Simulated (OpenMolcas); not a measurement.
## 3s2 3p3 along the 15-electron sequence

```
Program             : OpenMolcas 26.06
Method              : RASSCF
Basis               : ANO-R2
Scalar Hamiltonian  : X2C, finite nucleus
Spin-orbit coupling : state interaction with AMFI integrals over the reference wave functions, term energies averaged over their components
```

Active space for each ion: 5 electrons in 9 orbitals (RAS2 3s 3p; RAS3 3d, at most 2 electrons).

Computed levels in cm-1 above 4S* 3/2:

| Level | P | S+ | Cl2+ | Ar3+ |
| --- | --- | --- | --- | --- |
| 2D* 3/2 | 14601 | 18117 | 21820 | 24895 |
| 2D* 5/2 | 14609 | 18139 | 21870 | 24999 |
| 2P* 1/2 | 22757 | 28334 | 33989 | 39029 |
| 2P* 3/2 | 22760 | 28351 | 34037 | 39139 |
| weight of 4S* in the lowest level (%) | 100 | 100 | 100 | 100 |

Measured, with the error of the calculation in %. Measured levels: P, S+ from NIST Handbook of Basic Atomic Spectroscopic Data; Cl2+ from Moore, Atomic Energy Levels, vol. I, NSRDS-NBS 35 (1971 reprint of NBS Circular 467, 1949); Ar3+ from Saloman, J. Phys. Chem. Ref. Data 39, 033101 (2010).

| Level | P | S+ | Cl2+ | Ar3+ |
| --- | --- | --- | --- | --- |
| 2D* 3/2 | 11361 (+28.5) | 14853 (+22.0) | 18053 (+20.9) | 21091 (+18.0) |
| 2D* 5/2 | 11377 (+28.4) | 14885 (+21.9) | 18120 (+20.7) | 21220 (+17.8) |
| 2P* 1/2 | 18723 (+21.5) | 24525 (+15.5) | 29812 (+14.0) | 34855 (+12.0) |
| 2P* 3/2 | 18748 (+21.4) | 24572 (+15.4) | 29907 (+13.8) | 35032 (+11.7) |

2D* 3/2 changes by a factor of 1.71 over the same range, with steps per unit of Z of +3520, +3700, +3080 cm-1.

Without dynamic correlation excited terms often stand tens of per cent too high (terms of higher spin than the ground term too low), and those without a measured partner can miss by more than the paired ones (holds for P; S+). Active for correlation alone: 3d; no level in the range computed is led by a configuration that fills it, so any true level of that kind is missing (holds for P). The run also gave levels led by 3s2 3p2 3d, which use shells meant for correlation; these and all levels above them are left out (holds for S+; Cl2+; Ar3+). Computed and measured levels are paired by configuration, term and J; levels that our copy of the source lacks, or whose pairing is in doubt (as where it misses far off the trend of its configuration), stay unpaired and out of the deviations. Levels of configurations outside the active space are missing.

* marks odd parity.
